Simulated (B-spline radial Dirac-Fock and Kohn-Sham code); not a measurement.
## What relativity does to the binding energies of Pd²²⁺

System: palladium as Pd²²⁺, [Ar] 3d6.

Both columns are ΔSCF binding energies of the configuration average from a radial atomic solver: non-relativistic Hartree-Fock with a point nucleus, and Dirac-Fock with a finite nucleus and the Coulomb interaction alone, averaged over the two j levels with weights 2j+1.

| shell | Hartree-Fock (eV) | Dirac-Fock (eV) | shift (eV) | shift (%) |
| --- | --- | --- | --- | --- |
| 1s | 24526.1 | 25255.6 | +729.44 | +2.97 |
| 2s | 4252.0 | 4431.6 | +179.67 | +4.23 |
| 2p | 3996.9 | 4049.7 | +52.81 | +1.32 |
| 3s | 1346.1 | 1388.7 | +42.58 | +3.16 |
| 3p | 1242.7 | 1257.7 | +15.02 | +1.21 |
| 3d | 1075.3 | 1072.8 | -2.52 | -0.23 |

Relativity binds 1s, 2s, 2p, 3s, 3p more strongly, among those listed most of all 2s in relative terms, and 3d more weakly, because the contracted s and p shells screen the nucleus better.

Values without a named source are computed, but for edge energies of neutral atoms, which are taken from tables.
